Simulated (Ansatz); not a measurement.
Born–Oppenheimer molecular dynamics of CH₇BClNSi (12 atoms, charge 0, multiplicity 1). It starts from a relaxed structure.

Theory: RKS revPBE/STO-3G in Ansatz.

```
ensemble        : NVT, Nosé–Hoover chain
time step       : 1 fs
steps asked     : 166
set temperature : 300 K
thermostat      : time constant 300 fs, chain length 3
seed            : 462688
```

First frame:

```xyz
12
Properties=species:S:1:pos:R:3
N 0.076 1.122 0.584
C -1.251 0.346 0.689
B 0.111 -0.475 0.720
Si 0.777 -1.208 -0.997
Cl 0.812 0.565 -2.257
H 0.303 1.471 -0.408
H 0.312 1.804 1.355
H -1.791 0.594 1.623
H -1.879 0.485 -0.213
H 0.514 -0.899 1.740
H -0.059 -2.153 -1.739
H 2.153 -1.705 -1.064
```

**Question.** How far do the bonds stretch over the last three quarters of this one trajectory? (Pairs bonded in most of those frames.)

**Answer.** 
| bond | mean (Å) | spread (Å) | shortest | longest |
| --- | --- | --- | --- | --- |
| N1–C2 | 1.545 | 0.015 | 1.51 | 1.57 |
| N1–B3 | 1.605 | 0.031 | 1.54 | 1.67 |
| N1–H6 | 1.076 | 0.015 | 1.05 | 1.11 |
| N1–H7 | 1.057 | 0.012 | 1.03 | 1.08 |
| C2–B3 | 1.593 | 0.027 | 1.54 | 1.64 |
| C2–H8 | 1.110 | 0.020 | 1.07 | 1.15 |
| C2–H9 | 1.113 | 0.035 | 1.06 | 1.17 |
| B3–Si4 | 1.984 | 0.014 | 1.96 | 2.02 |
| B3–H10 | 1.177 | 0.007 | 1.17 | 1.19 |
| Si4–Cl5 | 2.176 | 0.031 | 2.12 | 2.22 |
| Si4–H11 | 1.467 | 0.038 | 1.41 | 1.52 |
| Si4–H12 | 1.465 | 0.018 | 1.43 | 1.50 |

Mean temperature of the second half: 158 K. The conserved energy stayed within 0.96 meV per atom of its start (net change 0.51 meV per atom), so the integration is sound. The mean temperature of the second half is 47 % below the set value. A run of 0.17 ps of so small a system gives no equilibrium averages. Limits of this set-up: minimal basis.

Run time: 5.3 min on 1 thread of Arm Neoverse V1, with other jobs on the host, peak memory 0.08 GiB.
